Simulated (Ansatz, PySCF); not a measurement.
Species: BH2, charge 0, multiplicity 2. SMILES: [BH2]
Coordinates optimised at B3LYP-D3(BJ)/def2-TZVP (Ansatz, a program for electronic structure):
```
B
H 1 1.1869
H 1 1.1869 2 129.56
```
Charge 0, spin multiplicity 2.

Quantity: atomisation energy, in kcal/mol. Conventions: frozen cores in correlated levels; 6-31G* and kin with 6d, 5d where marked; atomisation electronic, to ground-state atoms; no spin-orbit coupling; non-relativistic; UHF or UKS for open shells; no dispersion term unless named; LANL2DZ all-electron up to Ne. CBS(X,Y): correlation extrapolated as X^-3; Hartree-Fock from the larger set (for Q and 5 zeta extrapolated as (X+1)exp(-9√X)). First-principles rows: single points at B3LYP-D3(BJ) geometries (Ansatz).

Coupled cluster (Ansatz) is a level with limits of its own, used here on species with T1 under 0.025 (0.045 for open shells) and stable references: CCSD(T)/CBS(cc-pVQZ,cc-pV5Z).

Value to compare with, CCSD(T)/CBS(cc-pVQZ,cc-pV5Z) (Ansatz): 169.2 kcal/mol.

| level | program | atomisation energy (kcal/mol) | difference |
|---|---|---|---|
| HF/3-21G | Ansatz | 138.1 | -31.1 |
| HF/LANL2DZ | Ansatz | 137.2 | -32.0 |
| PBE/def2-SVP | Ansatz | 171.3 | 2.1 |
| BP86/6-31G* (5d) | PySCF | 177.6 | 8.4 |
| B3LYP/6-31G* | Ansatz | 175.5 | 6.3 |
| B3LYP/def2-SVP | Ansatz | 173.9 | 4.7 |
| MP2/STO-3G | Ansatz | 208.3 | 39.1 |
| B3LYP/def2-TZVPD | Ansatz | 174.4 | 5.2 |
| M06-2X/def2-TZVPD | PySCF | 173.2 | 4.0 |
| B2PLYP-D3(BJ)/def2-TZVPD | Ansatz + dftd3 | 171.6 | 2.4 |

Among the 7 habitual levels, MP2/STO-3G lies farthest from CCSD(T)/CBS(cc-pVQZ,cc-pV5Z) (Ansatz) (39.1 kcal/mol) and PBE/def2-SVP nearest (2.1); 5 of 7 lie above it, and their mean absolute difference is 17.7 kcal/mol, the median 8.4. One case shows no general order.

The levels are drawn from those run, B3LYP/6-31G* more often than the rest, none by its result; runs whose electronic state is in doubt are left out.
